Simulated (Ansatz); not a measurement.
Consider the cleavage of the Al–Si bond: `[SiH3][AlH][Cl]` + CH₃NH₂ → `C[NH][AlH][Cl]` + SiH₄.

Program: Ansatz. Geometries: PBE0-D4/def2-TZVP. ΔE: electronic, gas phase. CCSD(T)/CBS adds triple-zeta CCSD(T) − MP2 to the extrapolated MP2 energy (def2 sets, frozen cores). This one scheme is used for every species. DFT in def2-TZVPP. B3LYP here is the variant with VWN-RPA as its local correlation; programs differ in this. HSE06 is defined as in plane-wave codes. One conformer a species, not always the lowest.

`[SiH3][AlH][Cl]`:

```xyz
7

Si    0.615    0.729   -0.539
Al   -0.806   -0.741    0.804
Cl   -0.974   -2.731    0.142
H     0.110    0.795   -1.939
H     2.007    0.200   -0.581
H     0.661    2.116    0.003
H    -1.613   -0.368    2.111
```

CH₃NH₂:

Cartesian coordinates in Å:
```
C -0.542 0.155 0.074
N 0.808 -0.092 -0.404
H -0.765 -0.238 1.077
H -1.259 -0.284 -0.623
H -0.729 1.231 0.089
H 0.999 -1.086 -0.436
H 1.489 0.316 0.223
```

`C[NH][AlH][Cl]`:

Z-matrix (Å, degrees):
```
C
N 1 1.449
H 1 1.096 2 112.1
H 1 1.096 2 112.1 3 121.4
H 1 1.092 2 109.8 3 -119.3
Al 2 1.758 1 129.6 3 119.3
H 2 1.010 1 112.1 3 -60.7
Cl 6 2.100 2 117.6 1 0.0
H 6 1.571 2 121.4 1 -180.0
```

SiH₄:

Z-matrix (Å, degrees):
```
Si
H 1 1.485
H 1 1.485 2 109.5
H 1 1.485 2 109.5 3 -120.0
H 1 1.485 2 109.5 3 120.0
```

| level | ΔE (kcal/mol) | difference from CCSD(T)/CBS |
| --- | --- | --- |
| revPBE-D4 | -19.3 | 3.4 |
| BLYP-D4 | -23.1 | -0.4 |
| B97M-V | -22.2 | 0.5 |
| B3LYP-D4 | -23.2 | -0.5 |
| r2SCANh-D4 | -22.4 | 0.3 |
| HSE06-D4 | -19.3 | 3.4 |
| ωB97X-V | -22.3 | 0.4 |
| revPBE | -17.4 | 5.3 |
| BLYP | -21.9 | 0.8 |
| r2SCAN0 | -22.1 | 0.6 |
| BHLYP | -23.6 | -0.9 |
| RPA@PBE/def2-TZVPP | -22.9 | -0.2 |
| CCSD(T)/def2-SVP | -24.2 | -1.5 |
| MP2/def2-TZVPP | -25.4 | -2.7 |
| CCSD/def2-TZVPP | -23.1 | -0.4 |
| SCS-MP2/def2-QZVPP | -25.2 | -2.5 |
| CCSD(T)/CBS | -22.7 | 0 |

Largest T1 diagnostic among the species: 0.011.

Leaving LDA and LC-ωPBE aside and taking each functional with its dispersion term where it has one, the values, not all of them listed here, spread over 5.5 kcal/mol, from CAM-B3LYP-D4 to PBE-D4. LDA lies −2.2 kcal/mol from PBE without D4. The D4 term adds −0.8 kcal/mol with B3LYP and −0.4 kcal/mol with PBE0; it sums over pairs of atoms, weighted by their polarisabilities, and B3LYP, whose exchange is more repulsive, gets the larger term. From BLYP to BHLYP (50 % exact exchange), in def2-TZVPP and without D4, ΔE moves by −1.6 kcal/mol.
